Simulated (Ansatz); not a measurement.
Species: sum formula NbOF, net charge 0, triplet state. The spin state was set by rule; other spins were not relaxed. 
Geometry from a B3LYP-D3(BJ)/def2-TZVP (Ansatz, an electronic-structure program) optimisation:
```xyz
3

Nb     0.0331     0.2284    -0.1575
O      1.3250    -0.8475    -0.3924
F     -1.3284    -0.2873     1.0663
```
Charge 0, spin multiplicity 3.

Basis-set convergence of Hartree-Fock and MP2 correlation energies (hartree) with Ansatz. Correlated levels leave the core frozen unless marked. UHF or UKS for open shells. Spin-orbit coupling is left out. Frozen are the shells of the preceding noble gas and the d and f shells that filled before the atom's block. In def2 rows, elements after Kr have scalar-relativistic effective core potentials.

```
basis       functions       E(HF)  E(corr, MP2)
----------  ---------  ----------  ------------
def2-SVP           59  -230.58393      -0.50629
def2-TZVPP        118  (withheld)    (withheld)
```

### Question
Some entries are withheld; supply them.

### Answer

- def2-TZVPP, E(HF): -230.82691
- def2-TZVPP, E(corr, MP2): -0.63973
